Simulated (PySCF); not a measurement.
Rows and methods have been separated. Pair them.

Species: CH5FO3Si2.
Z-matrix (Å and degrees, PBE0-D3(BJ)/def2-SVP geometry), rows numbered from 1:
```
O 
C   1  1.2153
O   2  1.3297  1  120.99
Si  3  1.7165  2  115.69  1     0.62
F   4  1.6138  3  102.40  2   179.72
Si  2  1.9248  1  119.80  3  -179.99
O   6  1.6561  2  102.24  1    -0.45
H   4  1.4781  3  110.42  2   -65.07
H   4  1.4783  3  110.24  2    64.45
H   6  1.4879  2  109.30  1  -120.11
H   6  1.4882  2  109.14  1   119.30
H   7  0.9681  6  111.01  2     1.12
```

The closed-shell ground state was solved 4 times with PySCF (density fitting, gas phase), always in the pcSseg-1 basis (158 functions), with these functionals: B97-2, CAM-B3LYP, OPBE and wB97X-D.

```
row  total energy (Eh)  HOMO (eV)  LUMO (eV)  dipole (D)
  P          -945.5842     -10.44       0.69        0.55
  Q          -945.4182      -6.92      -2.11        0.66
  R          -945.6045      -8.25      -1.24        0.56
  S          -945.6193      -9.94       0.06        0.55
```

Q: Which functional belongs to which row?

A: P = wB97X-D, Q = OPBE, R = B97-2, S = CAM-B3LYP. By rising HOMO–LUMO gap: OPBE (GGA) 4.81 eV; B97-2 (global hybrid, 21 % exact exchange) 7.01 eV; CAM-B3LYP (range-separated hybrid) 10.00 eV; wB97X-D (range-separated hybrid) 11.13 eV. Total energies of different functionals aren't bounds to one another; each is stationary for its own functional.

One conformer stands for the species.

Note: wB97X-D ran without an empirical dispersion term, which enters the total energy and its gradient alone.
